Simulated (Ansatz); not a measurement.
`O=C[Se]C(=O)S` + `OCS` → `O=COCS` + `O=C(S)[SeH]`  (substitution at a C–Se bond)

Computed with Ansatz on PBE0-D4/def2-TZVP structures; ΔE is electronic, products minus reactants. CCSD(T)/CBS is the MP2 limit (def2-TZVPP, def2-QZVPP) plus CCSD(T) − MP2 in def2-TZVPP, frozen cores. DFT in def2-TZVPP. For Se outer-core shells are correlated without core-valence functions, which leaves a few kJ/mol of doubt a bond. Scalar relativity is left out up to krypton. One conformer a species, not always the lowest.

| level | ΔE (kJ/mol) |
| --- | --- |
| ωB97X-V | -65.2 |
| PBE | -46.1 |
| CCSD/def2-SVP | -80.1 |
| SCS-MP2/def2-TZVPP | -56.4 |
| CCSD/def2-TZVPP | -61.5 |
| CCSD(T)/def2-TZVPP | -56.9 |
| SCS-MP2/def2-QZVPP | -54.1 |
| HF/CBS(def2) | -82.7 |

(1) What does CCSD(T)/CBS give? (Estimate.)

Largest T1 diagnostic among the species: 0.017.

Answers

(1) Ansatz gave: -53.1 kJ/mol. The listed levels differ from it by -12.1, 7.0, -27.0, -3.3, -8.4, -3.8, -1.0, -29.6 kJ/mol.

The D4 term adds +3.5 kJ/mol with B3LYP and +1.8 kJ/mol with PBE0; it sums over pairs of atoms, weighted by their polarisabilities, and B3LYP, whose exchange is more repulsive, gets the larger term. From r2SCAN to r2SCAN0 (25 % exact exchange), in def2-TZVPP and without D4, ΔE moves by −7.1 kJ/mol.

B3LYP here is the variant with VWN-RPA as its local correlation; programs differ in this.
